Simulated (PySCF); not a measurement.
These are TPSSh-D3(BJ)/def2-TZVP // B3LYP-D3(BJ)/def2-SVP (PySCF 2.14.0) values and carry that method's errors. Gas-phase values, no solvent. One relaxed conformer stands for a flexible species; it need not be the lowest. Delta-SCF ions had no search for a lower state. Excitations are Tamm–Dancoff values on a coarser integration grid. The basis has no diffuse functions, so Rydberg states are missing or too high.

Reference species (SMILES): `CC[Si](OC)(OC)OC` (neutral, multiplicity 1).

```yaml
S1 oscillator strength: 0.005
T1 excitation (TDA): 7.20 eV
S1–T1 gap (TDA): 0.17 eV
vertical ionisation energy (Delta-SCF): 9.19 eV
```

After one change: the S1 oscillator strength stays essentially unchanged; the T1 excitation (TDA) goes up by 0.11 eV; the S1–T1 gap (TDA) rises by 0.03 eV; the vertical ionisation energy (Delta-SCF) goes up by 0.17 eV.

Question: Which change was made? The new species is one of these.
A) `CO[Si](OC)(OC)OC`
B) `CC[Si](CC)(OC)OC`
C) `CC[Si](CC)(CC)CC`

Answer: A, `CO[Si](OC)(OC)OC`
